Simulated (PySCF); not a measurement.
Compound: C3HF2NS.
Atom-mapped SMILES: `[F:1][c:2]1[n:3][cH:4][s:5][c:6]1[F:7]` (hydrogens: H8 on C4)

The same species was optimised twice, with GFN2-xTB and with PBE0-D3(BJ)/def2-SVP (PySCF), and the same property calculations (PySCF, gas phase) were run on both structures.

```
  coordinate  GFN2-xTB  PBE0-D3(BJ)/def2-SVP  change
   N3–C4 (Å)     1.282                 1.297  +0.015
   C6–F7 (Å)     1.326                 1.314  -0.012
   F1–C2 (Å)     1.326                 1.315  -0.011
   C4–S5 (Å)     1.734                 1.731  -0.003
   S5–C6 (Å)     1.729                 1.730  +0.001
   C2–N3 (Å)     1.345                 1.346  +0.001
   C2–C6 (Å)     1.368                 1.368   0.000
F1–C2–C6 (°)     124.9                 124.2    -0.7
C2–N3–C4 (°)     111.5                 110.9    -0.6
N3–C2–C6 (°)     115.1                 115.7    +0.6
C4–S5–C6 (°)      87.6                  87.9    +0.3
S5–C6–F7 (°)     122.0                 122.3    +0.3
C2–C6–S5 (°)     110.1                 109.9    -0.2
F1–C2–N3 (°)     120.0                 120.1    +0.1
C2–C6–F7 (°)     127.9                 127.8    -0.1
```

Rotational constants: A = 3357, B = 2490, C = 1430 MHz (GFN2-xTB) against A = 3374, B = 2499, C = 1436 MHz (PBE0-D3(BJ)/def2-SVP). Point groups within 0.08 Å: Cs and Cs.

On the GFN2-xTB structure: lowest singlet, TDDFT (eV) 5.46 [wB97X-D/def2-SVPD]; lowest triplet, Tamm–Dancoff (eV) 3.69 [wB97X-D/def2-SVPD]; isotropic polarisability (au) 57.3 [wB97X-D/def2-SVPD]; HOMO (eV) -9.30 [wB97X-D/def2-SVPD]; LUMO (eV) 0.38 [wB97X-D/def2-SVPD]; dipole (D) 2.70 [wB97X-D/def2-SVPD]; HOMO (eV) -7.42 [PBE0/pcSseg-1]; LUMO (eV) -1.31 [PBE0/pcSseg-1]; dipole (D) 2.68 [PBE0/pcSseg-1]; GIAO shielding of F1 (ppm) 306.3 [PBE0/pcSseg-1]; GIAO shielding of C2 (ppm) 32.9 [PBE0/pcSseg-1]; GIAO shielding of N3 (ppm) -75.6 [PBE0/pcSseg-1]; GIAO shielding of C4 (ppm) 48.9 [PBE0/pcSseg-1]; GIAO shielding of S5 (ppm) 260.0 [PBE0/pcSseg-1]; GIAO shielding of C6 (ppm) 32.1 [PBE0/pcSseg-1]; GIAO shielding of F7 (ppm) 349.3 [PBE0/pcSseg-1].

Problem. What do these properties become on the PBE0-D3(BJ)/def2-SVP structure?

Solution. 
```csv
property,level,on GFN2-xTB,on PBE0-D3(BJ)/def2-SVP,change
"lowest singlet, TDDFT (eV)",wB97X-D/def2-SVPD,5.46,5.39,-0.07
"lowest triplet, Tamm–Dancoff (eV)",wB97X-D/def2-SVPD,3.69,3.62,-0.07
isotropic polarisability (au),wB97X-D/def2-SVPD,57.3,57.5,+0.2
HOMO (eV),wB97X-D/def2-SVPD,-9.30,-9.24,+0.06
LUMO (eV),wB97X-D/def2-SVPD,0.38,0.36,-0.02
dipole (D),wB97X-D/def2-SVPD,2.70,2.66,-0.04
"energy, GFN2-xTB geometry as zero (kcal/mol)",wB97X-D/def2-SVPD,0.0,-0.4,-0.4
HOMO (eV),PBE0/pcSseg-1,-7.42,-7.36,+0.06
LUMO (eV),PBE0/pcSseg-1,-1.31,-1.33,-0.02
dipole (D),PBE0/pcSseg-1,2.68,2.65,-0.03
"energy, GFN2-xTB geometry as zero (kcal/mol)",PBE0/pcSseg-1,0.0,-0.2,-0.2
GIAO shielding of F1 (ppm),PBE0/pcSseg-1,306.3,309.4,+3.1
GIAO shielding of C2 (ppm),PBE0/pcSseg-1,32.9,33.0,+0.1
GIAO shielding of N3 (ppm),PBE0/pcSseg-1,-75.6,-78.2,-2.6
GIAO shielding of C4 (ppm),PBE0/pcSseg-1,48.9,46.6,-2.3
GIAO shielding of S5 (ppm),PBE0/pcSseg-1,260.0,257.7,-2.3
GIAO shielding of C6 (ppm),PBE0/pcSseg-1,32.1,33.3,+1.2
GIAO shielding of F7 (ppm),PBE0/pcSseg-1,349.3,351.0,+1.7
```

The heavy atoms differ by 0.009 Å rms after alignment. Among bonds between heavy atoms N3–C4 changes most (+0.015 Å). Changes are differences of the printed values. Neither structure is proved a minimum here.

Note: wB97X-D ran without an empirical dispersion term, which enters the total energy and its gradient alone.
